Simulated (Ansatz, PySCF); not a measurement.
Species: sum formula SiClF, net charge 1, doublet state. 
Structure (B3LYP-D3(BJ)/def2-TZVP (Ansatz, a quantum-chemistry and plane-wave program) minimum search):
```xyz
3

Si     0.2834     0.3047     0.5905
F      1.0321     1.4435    -0.1456
Cl    -0.7798    -1.0152    -0.4092
```
Charge +1, spin multiplicity 2.

Total electronic energies in hartree. Correlated levels leave the core frozen unless marked. Open shells are spin-unrestricted. No spin-orbit coupling. Non-relativistic. Basis-set limits of correlation are two-point, X^-3; Hartree-Fock from the larger set. The bracket is a focal-point correction in the basis named.

| level | program | energy (Eh) |
|---|---|---|
| HF/aug-cc-pV(T+d)Z | Ansatz | -847.70128 |
| HF/cc-pV(T+d)Z | Ansatz | -847.69835 |
| HF-D4/def2-TZVPD | PySCF + dftd4 | -847.69867 |
| BLYP/def2-TZVPD | PySCF | [?] |
| revPBE-D3(BJ)/def2-TZVPD | Ansatz + dftd3 | -849.15087 |
| BP86-D4/def2-TZVPD | PySCF + dftd4 | -849.39055 |
| TPSS-D4/def2-TZVPD | PySCF + dftd4 | -849.37060 |
| M06-L-D4/def2-TZVPD | PySCF + dftd4 | -849.29236 |
| r2SCAN/def2-TZVPD | Ansatz | -849.22610 |
| B3LYP-D4/def2-TZVPD | Ansatz + dftd4 | -849.35505 |
| PBE0/def2-QZVPP | Ansatz | -848.98028 |
| r2SCAN0-D4/def2-TZVPD | Ansatz + dftd4 | -849.20218 |
| HSE06-D3(BJ)/def2-TZVPD | Ansatz + dftd3 | [?] |
| CAM-B3LYP-D3(BJ)/def2-TZVPD | Ansatz + dftd3 | -849.31769 |
| B2GP-PLYP-D4/def2-TZVPD | Ansatz + dftd4 | -848.91990 |
| RPA@PBE/cc-pV(T+d)Z | Ansatz | -848.47260 |
| MP2/aug-cc-pV(D+d)Z | Ansatz | -848.05027 |
| MP2/aug-cc-pV(T+d)Z | Ansatz | -848.21849 |
| RI-MP2/cc-pV(Q+d)Z | Ansatz | -848.26914 |
| CCSD/cc-pV(D+d)Z | Ansatz | -848.02203 |
| CCSD/aug-cc-pV(T+d)Z | Ansatz | -848.23643 |
| RI-MP2/CBS(cc-pV(T+d)Z,cc-pV(Q+d)Z)+[CCSD(T)-MP2]/cc-pV(Q+d)Z | Ansatz | -848.3432 |
| CCSD(T)/CBS(cc-pV(T+d)Z,cc-pV(Q+d)Z) | Ansatz | -848.3434 |

Q: Fill in the missing entries.

A: 
- BLYP/def2-TZVPD, energy (Eh): -849.32355
- HSE06-D3(BJ)/def2-TZVPD, energy (Eh): -848.93566
